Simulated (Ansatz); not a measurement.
Nudged elastic band run: ClH$_{4}$OSbSi

input.yaml

```yaml
crystal:
  periodic: [false, false, false]
  atoms:
    - { symbol: O, position_ang: [-1.523077, 0.132448, 0.69947] }
    - { symbol: Si, position_ang: [-0.536041, 0.407751, -0.585013] }
    - { symbol: Cl, position_ang: [-0.050506, 2.424018, -0.708769] }
    - { symbol: Sb, position_ang: [1.723599, -0.827412, -0.481528] }
    - { symbol: H, position_ang: [-1.168029, 0.19698, 1.582363] }
    - { symbol: H, position_ang: [-1.321292, 0.061444, -1.779211] }
    - { symbol: H, position_ang: [0.986304, -2.241266, 0.127624] }
    - { symbol: H, position_ang: [1.981143, -0.211062, 1.089365] }
basis:
  gaussian: { orbitals: def2-SVP }
hamiltonian:
  xc: { name: BHLYP }
  dispersion: d4
neb:
  order_check: false
  images: 5
  f_tol: 0.05
  max_iterations: 60
  initial_path: idpp
  final_atoms:
    - { symbol: O, position_ang: [-1.84471814, 0.15207004, 0.60898773] }
    - { symbol: Si, position_ang: [-0.49833794, 0.39095023, -0.3058225] }
    - { symbol: Cl, position_ang: [-0.03332477, 2.41477262, -0.37834674] }
    - { symbol: Sb, position_ang: [1.5639268, -0.75516069, 0.72579819] }
    - { symbol: H, position_ang: [-1.84802739, 0.42122294, 1.52395184] }
    - { symbol: H, position_ang: [-0.85263324, -0.04599736, -1.6639155] }
    - { symbol: H, position_ang: [1.11286911, -2.2688874, 0.08176553] }
    - { symbol: H, position_ang: [2.49234657, -0.36606938, -0.64811756] }
```

Run as:

```bash
$ ansatz run input.yaml --threads 2 --pin off --max-ram 3072MiB --backend cpu --events-out ev --progress --plain --runs-dir out
```

Output, in part (warnings, iteration lines, the closing report on the highest movable image, with atoms numbered from 0):

```
NEB end point (image 0): max|allowed force component| = 4.681e-3 eV/Å (the criterion of neb.relax_end_points is 1.000e-2)
NEB end point (image 6): max|allowed force component| = 6.867e-3 eV/Å (the criterion of neb.relax_end_points is 1.000e-2)
NEB iter   1: max|band force component| = 2.058e0 eV/Å  barrier→ = 1.8454 eV  barrier← = 1.8406 eV  Δτ_max = 0.1976 Å  (164 SCF iters)
NEB iter   2: max|band force component| = 7.894e-1 eV/Å  barrier→ = 1.5392 eV  barrier← = 1.5344 eV  Δτ_max = 0.1080 Å  (140 SCF iters)
NEB iter   3: max|band force component| = 3.216e-1 eV/Å  barrier→ = 1.5178 eV  barrier← = 1.5130 eV  CI = image 3  Δτ_max = 0.0651 Å  (129 SCF iters)
NEB iter   4: max|band force component| = 3.090e-1 eV/Å  barrier→ = 1.5108 eV  barrier← = 1.5060 eV  CI = image 3  Δτ_max = 0.0802 Å  (127 SCF iters)
NEB iter   5: max|band force component| = 1.570e-1 eV/Å  barrier→ = 1.5031 eV  barrier← = 1.4983 eV  CI = image 3  Δτ_max = 0.0439 Å  (134 SCF iters)
NEB iter   6: max|band force component| = 8.185e-2 eV/Å  barrier→ = 1.5006 eV  barrier← = 1.4958 eV  CI = image 3  Δτ_max = 0.0200 Å  (126 SCF iters)
NEB iter   7: max|band force component| = 4.205e-2 eV/Å  barrier→ = 1.4998 eV  barrier← = 1.4950 eV  CI = image 3  Δτ_max = 0.0000 Å  (252 SCF iters)
Total energy: -29040.22735004 eV, -1067.2086709407 hartree
Atom 0 at    -1.966186     0.226294     0.181419 Å, force    -0.006913    -0.011945     0.033470 eV/Å
Atom 1 at    -0.564868     0.478297    -0.620500 Å, force     0.042026    -0.016051    -0.032034 eV/Å
Atom 2 at     0.142882     2.401218    -0.410950 Å, force     0.005012     0.026099     0.005451 eV/Å
Atom 3 at     1.287969    -0.869362     0.313106 Å, force     0.005601     0.009631     0.001205 eV/Å
Atom 4 at    -1.922419     0.178152     1.135227 Å, force    -0.030215    -0.001262    -0.006268 eV/Å
Atom 5 at    -0.856665     0.215711    -2.029534 Å, force    -0.012260     0.001645    -0.002405 eV/Å
Atom 6 at     1.308439    -2.517595     0.467312 Å, force    -0.006394    -0.003806     0.005512 eV/Å
Atom 7 at     2.662949    -0.169815     0.908220 Å, force     0.003143    -0.004311    -0.004930 eV/Å
Dipole moment:    -0.031538    -0.177247     0.180477 e Å
```

It converged. A vibrational analysis at the climbing image gives one clearly imaginary mode, 723i cm⁻¹: a first-order saddle point.

Final band (atoms are numbered from 1 in the order of the input):

```
image  path coordinate (Å)  energy (eV)  height of Sb4 over the plane of its neighbours (Å)
    0                 0.00         0.00                                               -1.07
    1                 0.67         0.03                                               -1.03
    2                 1.33         0.34                                               -0.74
    3                 2.00         1.50                                               -0.02
    4                 2.61         0.43                                                0.66
    5                 3.22         0.04                                                1.00
    6                 3.84         0.00                                                1.06
```

Run time: 81 s on 2 threads of Intel(R) Xeon(R) Platinum 8488C (Sapphire Rapids) (shared host), peak memory 0.25 GiB.
